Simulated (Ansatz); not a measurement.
One change: `[OH][GeH]([SH])[CH2]F` becomes `[OH][GeH]([SiH3])[SH]`.

Ansatz, PBE0-D4/def2-TZVP geometries, multiplicity 1. Each molecule was computed in one conformer, which needn't be the lowest.

Scalar relativity is left out up to krypton.

```json
{"property": "LUMO energy (PBE/def2-TZVPP) / eV", "`[OH][GeH]([SH])[CH2]F`": "-0.86"}
{"property": "size of the dipole moment (ωB97M-V/def2-TZVPP) / D", "`[OH][GeH]([SH])[CH2]F`": "1.38"}
{"property": "LUMO energy (ωB97M-V/def2-TZVPP) / eV", "`[OH][GeH]([SH])[CH2]F`": "1.84"}
{"property": "HOMO energy (B3LYP/def2-TZVPP) / eV", "`[OH][GeH]([SH])[CH2]F`": "-7.36"}
{"property": "HOMO energy (PBE0/def2-TZVPP) / eV", "`[OH][GeH]([SH])[CH2]F`": "-7.61"}
{"property": "size of the dipole moment (B3LYP/def2-TZVPP) / D", "`[OH][GeH]([SH])[CH2]F`": "1.37"}
```

(1) What does the change do to each property? (An estimate is asked.)

## Answers

(1) Ansatz gave: 
```tsv
property	`[OH][GeH]([SiH3])[SH]`	shift
LUMO energy (PBE/def2-TZVPP) / eV	-1.15	-0.29
size of the dipole moment (ωB97M-V/def2-TZVPP) / D	0.44	-0.94
LUMO energy (ωB97M-V/def2-TZVPP) / eV	1.50	-0.34
HOMO energy (B3LYP/def2-TZVPP) / eV	-7.19	0.17
HOMO energy (PBE0/def2-TZVPP) / eV	-7.44	0.17
size of the dipole moment (B3LYP/def2-TZVPP) / D	0.40	-0.97
```

With PBE0 the HOMO rises by 0.17 eV and the LUMO falls by 0.37 eV, so the gap narrows by about 0.54 eV. PBE moves the HOMO by 0.11 eV and ωB97M-V by 0.25 eV. Dipoles are sizes alone; their direction can turn.

B3LYP here is the variant with VWN-RPA as its local correlation; programs differ in this.
